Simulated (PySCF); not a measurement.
# Computed records: AlBClGeH$_{3}$, AlBGeH$_{3}$N, CH$_{9}$AlGeSi

Calculation on a computer-drawn molecule: optimised geometry and harmonic frequencies of an isolated molecule of the commonest isotopes, restricted reference for singlets and unrestricted otherwise, frozen core in MP2; on germanium a core potential holds 10 electrons, which the energies leave out, and 3d is frozen in MP2 and coupled-cluster steps. Program: PySCF 2.14.0.

Common to all runs: charge 0; multiplicity 1; basis cc-pV(D+d)Z; basis and core potential on germanium cc-pVDZ-PP ECP10MDF.

```yaml
- entry: 1
  formula: AlBClGeH3
  start_structure:
    atoms_angstrom:
      - [Al, 0.4229, -3.4128, -0.5858]
      - [B, 0.8161, -2.6453, 1.34]
      - [Cl, 0.7885, -4.4847, 1.4339]
      - [Ge, 1.186, -2.9627, 3.3841]
      - [H, 1.4519, -3.9839, -1.5991]
      - [H, -1.1143, -3.7315, -0.9652]
      - [H, -0.4157, -2.8564, 3.4072]
  given:
    method: HF
    drawn_bonds_atom: [1, 2, 2, 1, 1, 4]
    drawn_bonds_other_atom: [2, 3, 4, 5, 6, 7]
    drawn_bonds_order: [1, 1, 1, 1, 1, 1]
  results:
    optimised_atom_element: [Al, B, Cl, Ge, H, H, H]
    "optimised_atom_x [angstrom]": [0.3303, 0.7918, 0.9611, 1.143, 1.489, -1.172, -0.4075]
    "optimised_atom_y [angstrom]": [-3.444, -3.716, -5.445, -2.402, -3.203, -3.488, -2.381]
    "optimised_atom_z [angstrom]": [-0.6386, 1.454, 1.964, 3.064, -1.691, -1.135, 3.399]
    "modes_frequency [cm^-1]": [74.48, 82.73, 98.15, 200.3, 285.6, 301.0, 441.1, 581.7, 647.2, 728.9, 778.5, 844.6, 1974, 1977, 1993]
    "modes_reduced_mass [dalton]": [4.99, 1.219, 6.613, 1.938, 12.24, 1.125, 1.151, 1.423, 1.492, 4.583, 4.973, 1.235, 1.046, 1.037, 1.022]
    "rotational_constants [GHz]": [2.887, 1.354, 0.9432]
    "total_energy [hartree]": -1021.1996
    "convergence_status_largest_gradient_component [hartree/bohr]": 6.143e-06
- entry: 2
  formula: AlBClGeH3
  start_structure:
    atoms_angstrom:
      - [Al, 0.3303, -3.4438, -0.6386]
      - [B, 0.7918, -3.7158, 1.4536]
      - [Cl, 0.9611, -5.4446, 1.9636]
      - [Ge, 1.1425, -2.4018, 3.0636]
      - [H, 1.4894, -3.203, -1.6913]
      - [H, -1.1723, -3.4876, -1.1351]
      - [H, -0.4075, -2.3807, 3.3993]
  given:
    method: MP2
    drawn_bonds_atom: [1, 2, 2, 1, 1, 4]
    drawn_bonds_other_atom: [2, 3, 4, 5, 6, 7]
    drawn_bonds_order: [1, 1, 1, 1, 1, 1]
  results:
    optimised_atom_element: [Al, B, Cl, Ge, H, H, H]
    "optimised_atom_x [angstrom]": [0.318, 0.7832, 0.9604, 1.183, 1.479, -1.19, -0.3988]
    "optimised_atom_y [angstrom]": [-3.443, -3.589, -5.204, -2.528, -3.297, -3.413, -2.603]
    "optimised_atom_z [angstrom]": [-0.6986, 1.383, 2.189, 3.138, -1.767, -1.182, 3.354]
    "modes_frequency [cm^-1]": [71.24, 88.79, 98.8, 169.9, 285.6, 382.0, 451.9, 541.6, 571.8, 688.6, 782.1, 847.3, 1933, 1951, 1959]
    "modes_reduced_mass [dalton]": [18.19, 7.598, 1.038, 2.032, 9.904, 1.091, 1.046, 1.78, 1.521, 3.763, 1.346, 3.56, 1.021, 1.027, 1.058]
    "rotational_constants [GHz]": [3.297, 1.367, 0.9903]
    "total_energy [hartree]": -1021.5532
    "convergence_status_largest_gradient_component [hartree/bohr]": 1.125e-05
- entry: 3
  formula: AlBGeH3N
  start_structure:
    atoms_angstrom:
      - [Al, 0.8449, -1.4726, -0.5887]
      - [B, -1.2748, -1.498, -0.2681]
      - ["N", -2.5046, -1.5097, -0.1782]
      - [Ge, -4.366, -1.3585, -0.1043]
      - [H, 1.5399, -0.8916, -1.8083]
      - [H, 1.8132, -2.0618, 0.4793]
      - [H, -4.3672, -2.4841, 1.135]
  given:
    method: HF
    drawn_bonds_atom: [1, 2, 3, 1, 1, 4]
    drawn_bonds_other_atom: [2, 3, 4, 5, 6, 7]
    drawn_bonds_order: [1, 2, 1, 1, 1, 1]
  results:
    optimised_atom_element: [Al, B, "N", Ge, H, H, H]
    "optimised_atom_x [angstrom]": [0.8755, -1.203, -2.432, -4.202, 1.37, 1.904, -4.627]
    "optimised_atom_y [angstrom]": [-1.481, -1.446, -1.447, -1.191, -1.315, -1.674, -2.722]
    "optimised_atom_z [angstrom]": [-0.5855, -0.1647, 0.08134, 0.469, -2.073, 0.5935, 0.3462]
    "modes_frequency [cm^-1]": [73.15, 88.83, 108.7, 264.5, 277.9, 317.9, 553.2, 638.0, 678.6, 835.8, 853.9, 1950, 1999, 2006, 2021]
    "modes_reduced_mass [dalton]": [4.773, 6.723, 1.041, 3.127, 7.153, 8.98, 1.532, 1.227, 13.15, 1.063, 1.101, 1.066, 1.495, 1.06, 2.317]
    "rotational_constants [GHz]": [77.7, 0.8323, 0.8309]
    "total_energy [hartree]": -616.1717
    "convergence_status_largest_gradient_component [hartree/bohr]": 1.567e-05
- entry: 4
  formula: AlBGeH3N
  start_structure:
    atoms_angstrom:
      - [Al, 0.8755, -1.4815, -0.5855]
      - [B, -1.2028, -1.4464, -0.1647]
      - ["N", -2.4322, -1.4468, 0.0813]
      - [Ge, -4.2024, -1.1912, 0.469]
      - [H, 1.3702, -1.3148, -2.0731]
      - [H, 1.9043, -1.6737, 0.5935]
      - [H, -4.6271, -2.7219, 0.3462]
  given:
    method: MP2
    drawn_bonds_atom: [1, 2, 3, 1, 1, 4]
    drawn_bonds_other_atom: [2, 3, 4, 5, 6, 7]
    drawn_bonds_order: [1, 2, 1, 1, 1, 1]
  results:
    optimised_atom_element: [Al, B, "N", Ge, H, H, H]
    "optimised_atom_x [angstrom]": [0.882, -1.177, -2.439, -4.241, 1.383, 1.916, -4.639]
    "optimised_atom_y [angstrom]": [-1.48, -1.446, -1.461, -1.181, -1.313, -1.672, -2.723]
    "optimised_atom_z [angstrom]": [-0.5866, -0.1701, 0.08016, 0.4778, -2.074, 0.5897, 0.3493]
    "modes_frequency [cm^-1]": [66.39, 81.9, 129.0, 232.3, 238.7, 304.6, 526.6, 616.0, 646.7, 787.5, 806.9, 1823, 1936, 1976, 1983]
    "modes_reduced_mass [dalton]": [5.082, 6.645, 1.022, 3.417, 7.174, 9.887, 1.458, 1.211, 12.67, 1.097, 1.071, 11.59, 1.024, 1.026, 1.061]
    "rotational_constants [GHz]": [76.57, 0.8159, 0.8147]
    "total_energy [hartree]": -616.5500
    "convergence_status_largest_gradient_component [hartree/bohr]": 2.866e-05
- entry: 5
  formula: CH9AlGeSi
  start_structure:
    atoms_angstrom:
      - [Al, -1.3765, 1.0281, -0.5745]
      - [C, -0.4542, -0.8387, -0.3422]
      - [Si, 1.1973, -0.3633, 0.4547]
      - [Ge, 0.6639, 1.4859, 1.746]
      - [H, -2.8588, 1.3303, -0.4317]
      - [H, -0.4968, 2.142, -1.285]
      - [H, -0.3673, -1.365, -1.2428]
      - [H, -1.0477, -1.3846, 0.3909]
      - [H, 2.2985, -0.0211, -0.5029]
      - [H, 1.7791, -1.4717, 1.3251]
      - [H, -0.8309, 1.7046, 1.3921]
      - [H, 1.2006, 2.9111, 1.5713]
      - [H, 0.5462, 1.4261, 3.2855]
  given:
    method: HF
    drawn_bonds_atom: [1, 2, 3, 1, 1, 2, 2, 3, 3, 4, 4, 4]
    drawn_bonds_other_atom: [2, 3, 4, 5, 6, 7, 8, 9, 10, 11, 12, 13]
    drawn_bonds_order: [1, 1, 1, 1, 1, 1, 1, 1, 1, 1, 1, 1]
  results:
    optimised_atom_element: [Al, C, Si, Ge, H, H, H, H, H, H, H, H, H]
    "optimised_atom_x [angstrom]": [-1.64, -0.495, 1.13, 0.7865, -2.87, -1.338, -0.2338, -1.073, 1.956, 1.926, 0.01526, 2.121, -0.0326]
    "optimised_atom_y [angstrom]": [0.6453, -0.6405, -0.03631, 1.569, 1.313, 0.9944, -1.438, -1.105, 0.619, -1.163, 2.79, 2.066, 0.9693]
    "optimised_atom_z [angstrom]": [-1.226, -0.275, 0.4604, 2.223, -0.4911, -2.739, -0.9856, 0.534, -0.5878, 1.011, 1.694, 2.793, 3.375]
    "modes_frequency [cm^-1]": [38.8, 64.99, 99.56, 124.4, 180.4, 350.8, 369.9, 441.7, 494.8, 534.6, 576.2, 661.3, 690.0, 761.8, 793.7, 834.7, 865.3, 910.7, 966.8, 968.1, 1033, 1053, 1083, 1488, 1983, 1989, 2184, 2202, 2213, 2277, 2284, 3137, 3195]
    "modes_reduced_mass [dalton]": [2.564, 1.196, 1.318, 1.787, 3.181, 5.703, 1.073, 1.046, 1.151, 2.615, 1.25, 1.39, 1.274, 2.18, 1.367, 1.108, 1.107, 1.095, 1.019, 1.018, 1.05, 1.093, 1.46, 1.09, 1.059, 1.025, 1.022, 1.023, 1.014, 1.049, 1.032, 1.059, 1.1]
    "rotational_constants [GHz]": [4.244, 1.055, 0.897]
    "total_energy [hartree]": -867.3328
    "convergence_status_largest_gradient_component [hartree/bohr]": 1.085e-05
```
